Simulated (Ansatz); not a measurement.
Single points on H2Au2⁻.

```yaml
crystal:
  periodic: [false, false, false]
  atoms:
    - {symbol: Au, position_ang: [1.499183, -1.524139, -0.179344]}
    - {symbol: Au, position_ang: [-0.414499, 0.569142, 0.055370]}
    - {symbol: H, position_ang: [-0.868626, 2.124087, 0.152111]}
    - {symbol: H, position_ang: [-0.216059, -1.169081, -0.028137]}
basis:
  gaussian: {orbitals: def2-TZVPD, initial_orbitals: start.molden}
total_charge: -1
magnetization: {spin_polarized: true, initial_magnetization: 1}
hamiltonian: {xc: {name: wB97X-V}}
scf: {omitted_lower_state_checks: [starts]}
output: {orbitals: {seedname: orbitals}}
```

The file start.molden holds the orbitals of an earlier run on this structure, at another level or in another basis.

```sh
$ ansatz run in.yaml --threads 4 --pin off --events-out ev --progress --plain --max-ram 3916MiB
```

It prints (some lines left out):

```
Functional definition: wB97X-V
838 factors; their error is unknown
232 factors; integrals over basis functions are off by at most 1.3e-5 eV
mean field evaluation 1: about -7419.3123 eV, gradient 3.8e0 eV
mean field evaluation 2: about -7419.3780 eV, gradient 8.1e-2 eV
mean field evaluation 4: about -7419.4248 eV, gradient 5.9e-4 eV
mean field -7419.42481328 eV, -272.6588328214 hartree, gradient 1.6e-5 eV, S^2 0.755804; 0 other end points of the search recorded, 0 dependent functions left out
reference -7419.42481288 eV, -272.6588328067 hartree; 21, 20 occupied and 83, 84 virtual orbitals, 838 factors
Total energy: -7419.42481288 eV, -272.6588328067 hartree
Checks for a lower state left out: starts
```

Run time 5.5 s (4 threads of Arm Neoverse V1 on a shared host).

As the first input, with `correlation: {method: ccsd_t}`, `scf: {omitted_lower_state_checks: [starts, cluster_reference]}` and without the key `hamiltonian` (abridged; 57 s):

```
Functional definition: HF
mean field -7368.20660933 eV, -270.7765985429 hartree, gradient 6.7e-6 eV, S^2 0.764877
second order -25.19137766 eV of doubles, -0.00000000 eV of singles
cycle   1  -22.25498679 eV  change     2.9e0 eV  update   1.8e-1
cycle   2  -23.26466767 eV  change    -1.0e0 eV  update   6.2e-2
cycle   3  -23.45419487 eV  change   -1.9e-1 eV  update   3.6e-2
cycle   4  -23.42108779 eV  change    3.3e-2 eV  update   1.7e-2
cycle   5  -23.40709723 eV  change    1.4e-2 eV  update   8.8e-3
cycle   6  -23.41706631 eV  change   -1.0e-2 eV  update   4.8e-3
cycle   7  -23.41970218 eV  change   -2.6e-3 eV  update   2.6e-3
cycle   8  -23.41911389 eV  change    5.9e-4 eV  update   1.1e-3
cycle   9  -23.41987497 eV  change   -7.6e-4 eV  update   5.2e-4
cycle  10  -23.41981827 eV  change    5.7e-5 eV  update   2.2e-4
cycle  11  -23.41948034 eV  change    3.4e-4 eV  update   9.6e-5
cycle  12  -23.41964289 eV  change   -1.6e-4 eV  update   4.8e-5
cycle  13  -23.41960200 eV  change    4.1e-5 eV  update   1.9e-5
perturbative correction -0.75214650 eV, -0.0276408741 hartree
Total energy: -7392.37835783 eV, -271.6648939161 hartree
Checks for a lower state left out: starts, cluster_reference
```

As the first input, with `hamiltonian: {xc: pbe, dispersion: d4}` (abridged; 1.4 s):

```
Functional definition: PBE
mean field -7423.96183154 eV, -272.8255651669 hartree, gradient 8.6e-6 eV, S^2 0.752896
Total energy: -7424.07288509 eV, -272.8296463096 hartree
Checks for a lower state left out: starts
```

The first input with `hamiltonian: {xc: {name: PBE-QIDH}}` and without the key `output` (abridged; 2.6 s):

```
Functional definition: PBE-QIDH
mean field -7401.63205554 eV, -272.0049610347 hartree, gradient 7.4e-6 eV, S^2 0.760453
second order -28.18566904 eV of doubles, -0.00000000 eV of singles
Total energy: -7411.02729040 eV, -272.3502295476 hartree
Checks for a lower state left out: starts
```

First input, but with `hamiltonian: {xc: pbe}`, `correlation: {method: rpa}` and without the key `output` (abridged; 2.3 s):

```
Functional definition: PBE
mean field -7423.96181104 eV, -272.8255644137 hartree, gradient 5.6e-6 eV, S^2 0.752896
Total energy: -7399.60062257 eV, -271.9303072502 hartree
Checks for a lower state left out: starts
```

As the first input, with `hamiltonian: {xc: r2scan, dispersion: d4}`, `output: {forces: true, orbitals: {seedname: orbitals}}` (abridged; 3.3 s):

```
Functional definition: r2SCAN
mean field -7425.01127163 eV, -272.8641313789 hartree, gradient 1.2e-5 eV, S^2 0.758258
Total energy: -7425.03425366 eV, -272.8649759529 hartree
Atom 0 force    -0.140939     0.091836     0.014880 eV/Å
Atom 1 force     0.078713     0.042387    -0.004850 eV/Å
Atom 2 force     0.007952    -0.097979    -0.004340 eV/Å
Atom 3 force     0.054275    -0.036243    -0.005689 eV/Å
Dipole moment:    -0.049809    -0.174472    -0.002779 e Å
Checks for a lower state left out: starts
```

First input, but with `hamiltonian: {xc: {name: revPBE}, dispersion: d4}` (abridged; 1.4 s):

```
Functional definition: revPBE
mean field -7426.47039216 eV, -272.9177530694 hartree, gradient 9.6e-6 eV, S^2 0.753350
Total energy: -7426.74739579 eV, -272.9279327649 hartree
Checks for a lower state left out: starts
```

Geometry: PBE0-D4/def2-TZVPD.

In the def2 sets Au takes a core potential; there is no spin–orbit coupling. Correlated methods freeze no core orbitals; core or outer-core shells of Au are correlated, in sets that lack core-valence functions. At PBE-D4/def2-TZVPD, r2SCAN-D4/def2-TZVPD, revPBE-D4/def2-TZVPD the highest occupied level of the charge -1 doublet lies above zero (up to 0.52 eV). By energy differences its removal costs 2.09 eV (vertical, to the charge 0 singlet, at PBE0-D4/def2-TZVPD). The structure comes from a short search, and lower isomers may exist.
